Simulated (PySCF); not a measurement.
# [Nd(S2)2]− relaxed at several levels

Computed with PySCF 2.14.0, def2-SVP on the ligands, density fitting, scalar-relativistic core potentials, no spin-orbit coupling, vacuum. Each row is relaxed at its own level from the same template. Distances are means of the shortest metal–ligand contacts, charges and spins Mulliken's. lcecp potentials hold a fixed number of 4f electrons in the core, out of states, spins and gaps.

```csv
level,basis on the metal,point group,M–S2 (Å),charge on M (e),"strongest infrared band, degenerate modes summed (cm⁻¹)",unstable modes (below −25 cm⁻¹)
PBE,lcecp-1-SVP with ECP49,D2d,2.678,0.55,299,0
```

Problem. What does the calculation give for BP86, lcecp-1-SVP with ECP49?

Solution. point group: D2d, M–S2 (Å): 2.683, charge on M (e): 0.54, strongest infrared band, degenerate modes summed (cm⁻¹): 297, unstable modes (below −25 cm⁻¹): 0.
```xyz
5

Nd    0.0000    0.0000    0.0000
S     0.7762    0.7762    2.4480
S    -0.7762   -0.7762    2.4480
S     0.7762   -0.7762   -2.4480
S    -0.7762    0.7762   -2.4480
```

One start shape was tried for each, so a minimum needn't be the lowest isomer.
